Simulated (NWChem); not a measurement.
Program: NWChem. System: Se (+1), charge 1, spin multiplicity 4. Its SCF solution wasn't tested for a lower state.

Job file:

```
start mol
memory heap 100 mb stack 700 mb global 1900 mb
charge 1
geometry units angstroms nocenter noautoz
  Se     0.000000     0.000000     0.000000
  symmetry group D2h
end
basis spherical
  * library sto-3g
end
scf
  rohf
  nopen 3
  maxiter 100
  thresh 1e-7
  semidirect memsize 60000000 filesize 0
  # guess.movecs holds the orbitals of an unrestricted PBE0 run
  vectors input guess.movecs output mol.movecs
end
tce
  freeze core 9
  ccsdt
  2eorb
  2emet 13
  thresh 1e-6
  maxiter 100
  tilesize 24
end
task tce energy
```

The output up to the point where the run's verdict is printed (cleaned and shortened):

```
             Northwest Computational Chemistry Package (NWChem) 7.3.0
             --------------------------------------------------------

                                NWChem Input Module
                                -------------------

 Scaling coordinates for geometry "geometry" by  1.889725989
 (inverse scale =  0.529177249)

                             Geometry "geometry" -> ""
                             -------------------------

 Output coordinates in angstroms (scale by  1.889725989 to convert to a.u.)

  No.       Tag          Charge          X              Y              Z
 ---- ---------------- ---------- -------------- -------------- --------------
    1 Se                  34.0000     0.00000000     0.00000000     0.00000000

 Effective nuclear repulsion energy (a.u.)       0.0000000000

            Nuclear Dipole moment (a.u.)
            ----------------------------
        X                 Y               Z
 ---------------- ---------------- ----------------
     0.0000000000     0.0000000000     0.0000000000

      Symmetry information
      --------------------

 Group name             D2h
 Group number             26
 Group order               8
 No. of unique centers     1

      Symmetry unique atoms

     1


 Summary of "ao basis" -> "" (spherical)
 ------------------------------------------------------------------------------
       Tag                 Description            Shells   Functions and Types
 ---------------- ------------------------------  ------  ---------------------
 *                           sto-3g                   on all atoms

 Summary of "ao basis" -> "ao basis" (spherical)
 ------------------------------------------------------------------------------
       Tag                 Description            Shells   Functions and Types
 ---------------- ------------------------------  ------  ---------------------
 Se                          sto-3g                  8       18   4s3p1d

                                 NWChem SCF Module
                                 -----------------

  ao basis        = "ao basis"
  functions       =    18
  atoms           =     1
  closed shells   =    15
  open shells     =     3
  charge          =   1.00
  wavefunction    = ROHF
  use symmetry    = T
  symmetry adapt  = T

 Summary of "ao basis" -> "ao basis" (spherical)
 ------------------------------------------------------------------------------
       Tag                 Description            Shells   Functions and Types
 ---------------- ------------------------------  ------  ---------------------
 Se                          sto-3g                  8       18   4s3p1d

      Symmetry analysis of basis
      --------------------------

        ag          6
        au          0
        b1g         1
        b1u         3
        b2g         1
        b2u         3
        b3g         1
        b3u         3

 Forming initial guess at       0.0s

      Symmetry analysis of molecular orbitals - initial
      -------------------------------------------------

  Numbering of irreducible representations:

     1 ag          2 au          3 b1g         4 b1u         5 b2g
     6 b2u         7 b3g         8 b3u

  Orbital symmetries:

     1 ag          2 ag          3 b1u         4 b3u         5 b2u
     6 ag          7 b1u         8 b3u         9 b2u        10 ag
    11 b2g        12 b3g        13 b1g        14 ag         15 ag
    16 b2u        17 b3u        18 b1u

 Starting SCF solution at       0.0s

 ----------------------------------------------
         Quadratically convergent ROHF

 Convergence threshold     :          1.000E-07
 Maximum no. of iterations :          100
 Final Fock-matrix accuracy:          1.000E-09
 ----------------------------------------------

              iter       energy          gnorm     gmax       time
             ----- ------------------- --------- --------- --------
                 1    -2373.2979914118  2.08D-01  1.20D-01      0.1
```

The program stopped with an error. NWChem stopped with the message: rohf_hessv_xx: pflg invalid.
